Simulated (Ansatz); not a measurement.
Total energies of C6H9ClFNTi (`[CH3][Ti]1234([NH2])([Cl])[C@@H]5[C@H]1[C@H]2[C@@]3(F)[C@@H]54`).

```xyz
19

C    -1.443    1.266   -1.140
Ti    0.375    0.562   -0.394
N     0.717    1.720    1.036
Cl    1.759    1.077   -2.075
C     0.536   -1.726   -0.738
C    -0.787   -1.469   -0.326
C    -0.755   -1.020    1.014
C     0.589   -1.033    1.407
F     1.025   -0.680    2.610
C     1.405   -1.431    0.338
H    -1.252    2.325   -1.348
H    -2.284    1.190   -0.448
H    -1.699    0.770   -2.081
H     0.929    2.686    0.811
H     0.817    1.565    2.028
H     0.846   -2.045   -1.721
H    -1.674   -1.580   -0.928
H    -1.590   -0.700    1.617
H     2.483   -1.477    0.340
```

Charge 0, multiplicity 1. Correlated methods include outer-core shells of Ti, which these sets cover unevenly. Scalar relativity is left out up to krypton. All single points use the PBE0-D4/def2-TZVP geometry. It is one conformer, not always the lowest. Basis def2-TZVPP, Ansatz.

```
functional  energy without D4 (Eh)  D4 term (kJ/mol)
      BLYP             -1698.49469            -122.8
    B97M-V             -1698.25617                 –
```

(1) Give the same for LDA (SPW92), PBE, revPBE, r2SCAN, PBE0, B3LYP, r2SCANh, r2SCAN0, HSE06 (plane-wave form), BHLYP, CAM-B3LYP, LC-ωPBE, ωB97X-V, ωB97M-V, B2PLYP, PBE-QIDH. (Best estimate.)

B3LYP takes the VWN-RPA correlation (the form of Gaussian; ORCA's B3LYP/G). HSE06 is the plane-wave form, built on full-range PBE exchange. The double hybrids freeze the cores in their second-order part.

Results:

(1) Computed: 
| functional | energy without D4 (Eh) | D4 term (kJ/mol) |
| --- | --- | --- |
| LDA (SPW92) | -1691.87584 | – |
| PBE | -1697.74116 | -58.1 |
| revPBE | -1698.30885 | -160.7 |
| r2SCAN | -1698.35536 | -15.9 |
| PBE0 | -1697.81125 | -50.3 |
| B3LYP | -1698.63591 | -92.3 |
| r2SCANh | -1698.31717 | -16.9 |
| r2SCAN0 | -1698.26353 | -18.5 |
| HSE06 (plane-wave form) | -1697.77493 | -47.1 |
| BHLYP | -1698.33016 | -71.9 |
| CAM-B3LYP | -1698.45777 | -51.5 |
| LC-ωPBE | -1698.03755 | – |
| ωB97X-V | -1698.29386 | – |
| ωB97M-V | -1698.37645 | – |
| B2PLYP | -1698.00965 | – |
| PBE-QIDH | -1697.56670 | – |

LC-ωPBE has ω = 0.4 bohr⁻¹.
